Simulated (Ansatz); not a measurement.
`[SiH2]1[SiH2][GeH2][GeH2][GeH2][GeH2]1`. Charge 0, multiplicity 1. The geometry is a stationary point of PBE0-D4/def2-TZVP.

```xyz
18

Si    0.313    1.287   -1.739
Si   -0.719   -0.803   -1.903
Ge    0.370   -2.297   -0.395
Ge    1.012   -1.127    1.639
Ge   -0.599    0.637    2.054
Ge   -0.382    2.309    0.301
H     1.790    1.090   -1.698
H    -0.007    2.169   -2.896
H    -2.146   -0.666   -1.496
H    -0.679   -1.346   -3.289
H     1.626   -2.885   -1.066
H    -0.568   -3.466   -0.037
H     1.110   -2.107    2.823
H     2.398   -0.488    1.433
H    -2.016    0.032    1.997
H    -0.409    1.275    3.443
H    -1.737    3.012    0.092
H     0.643    3.374    0.737
```

(1) What is the dipole moment at ωB97M-V/def2-TZVPP? (Best estimate.)

(2) And with PBE, r2SCAN, B3LYP? (Estimate.)

(3) Give the Mulliken charges with ωB97M-V, B3LYP, PBE in def2-TZVPP. (An estimate is asked.)

## Answers

(1) The calculation gave: 0.15 D, with components (-0.02, 0.02, -0.14) D in this frame, pointing from negative to positive charge.

(2) The calculation gave: PBE 0.07 D, r2SCAN 0.12 D, B3LYP 0.16 D.

(3) Ansatz gave: 
```json
{"atom": "Si1", "ωB97M-V": "0.03", "B3LYP": "0.09", "PBE": "0.05"}
{"atom": "Si2", "ωB97M-V": "0.03", "B3LYP": "0.09", "PBE": "0.05"}
{"atom": "Ge3", "ωB97M-V": "-0.08", "B3LYP": "0.03", "PBE": "0.05"}
{"atom": "Ge4", "ωB97M-V": "-0.09", "B3LYP": "-0.02", "PBE": "-0.02"}
{"atom": "Ge5", "ωB97M-V": "-0.09", "B3LYP": "-0.02", "PBE": "-0.02"}
{"atom": "Ge6", "ωB97M-V": "-0.08", "B3LYP": "0.03", "PBE": "0.05"}
{"atom": "H7", "ωB97M-V": "0.00", "B3LYP": "-0.05", "PBE": "-0.03"}
{"atom": "H8", "ωB97M-V": "-0.01", "B3LYP": "-0.06", "PBE": "-0.04"}
{"atom": "H9", "ωB97M-V": "0.00", "B3LYP": "-0.05", "PBE": "-0.03"}
{"atom": "H10", "ωB97M-V": "-0.01", "B3LYP": "-0.06", "PBE": "-0.04"}
{"atom": "H11", "ωB97M-V": "0.03", "B3LYP": "0.00", "PBE": "0.00"}
{"atom": "H12", "ωB97M-V": "0.04", "B3LYP": "0.00", "PBE": "0.00"}
{"atom": "H13", "ωB97M-V": "0.04", "B3LYP": "0.00", "PBE": "0.00"}
{"atom": "H14", "ωB97M-V": "0.04", "B3LYP": "0.00", "PBE": "0.00"}
{"atom": "H15", "ωB97M-V": "0.04", "B3LYP": "0.00", "PBE": "0.00"}
{"atom": "H16", "ωB97M-V": "0.04", "B3LYP": "0.00", "PBE": "0.00"}
{"atom": "H17", "ωB97M-V": "0.03", "B3LYP": "0.00", "PBE": "0.00"}
{"atom": "H18", "ωB97M-V": "0.04", "B3LYP": "0.00", "PBE": "0.00"}
```

B3LYP here is the variant with VWN-RPA as its local correlation; programs differ in this.
